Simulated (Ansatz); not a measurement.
```yaml
crystal:
  periodic: [false, false, false]
  atoms:
    - {symbol: Pt, position_ang: [0.436730, -1.295144, 1.242048]}
    - {symbol: Ru, position_ang: [0.405350, 0.962770, -1.329528]}
    - {symbol: Ru, position_ang: [0.017402, 1.073123, 0.836328]}
    - {symbol: Ru, position_ang: [-0.859483, -0.740739, -0.748839]}
basis:
  gaussian: {orbitals: def2-TZVP, initial_orbitals: start.molden}
hamiltonian: {xc: pbe}
correlation: {method: rpa}
scf: {omitted_lower_state_checks: [starts]}
```

The file start.molden holds the orbitals of an earlier run on this structure, at another level or in another basis.

```sh
$ ansatz run in.yaml --threads 2 --pin off --events-out ev --progress --plain --max-ram 4352MiB
```

Shortened log:

```
Functional definition: PBE
1495 factors; integrals over basis functions are off by at most 2.5e-4 eV
mean field evaluation 1: about -10996.8122 eV, gradient 7.9e0 eV
mean field evaluation 2: about -10997.2240 eV, gradient 2.1e0 eV
mean field evaluation 4: about -10997.2710 eV, gradient 5.6e-1 eV
mean field evaluation 8: about -10997.2901 eV, gradient 1.7e-1 eV
mean field -10997.29017499 eV, -404.1429596999 hartree, gradient 3.3e-6 eV, S^2 0.000000; 0 other end points of the search recorded, 0 dependent functions left out; unrestricted orbitals would lower it
mean field evaluation 16: about -10887.5574 eV, gradient 1.9e1 eV
mean field evaluation 32: about -10900.5073 eV, gradient 3.6e0 eV
mean field evaluation 64: about -10901.3249 eV, gradient 1.4e-1 eV
reference -10888.17748505 eV, -400.1331423037 hartree; 33, 33 occupied and 127, 127 virtual orbitals, 1495 factors
Error: the energy between an occupied orbital and the lowest state that it is excited into in its spin channel is -0.3671 eV and must be positive: a state without a gap has no random-phase energy
```

Problem. Can the result of this run be used?

Solution. No. The run stopped with an error. The reference has no gap: an occupied orbital lies above an empty one, and the correlation energy can't be formed.
